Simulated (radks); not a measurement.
Q: The iridium ion Ir73+, [He] 2s2. All-electron calculation, non-relativistic Kohn-Sham, LDA (Slater exchange, Perdew-Wang correlation), spin-polarised, spherical densities, point nucleus. Program: a radial shooting solver on a logarithmic mesh with Libxc functionals. Every spin shell is full or empty, so the densities are truly spherical. Functionals are evaluated on that one density, not self-consistently. Rank these exchange functionals by their error against the exact value of the orbitals, and give that value: LDA, PBE, RPBE, PW91, OPTX, G96, EV93, APBE, revTPSS, r2SCAN, MVS.

A: Exact: -62.4498 hartree. From best to worst, with 100 (|E| - |E exact|)/|E exact| (equal figures are ties): OPTX 0.00, G96 -0.01, revTPSS +0.35, PW91 -0.56, RPBE +0.57, r2SCAN -0.58, APBE +0.65, MVS -0.83, PBE -0.88, EV93 +4.31, LDA -12.35.
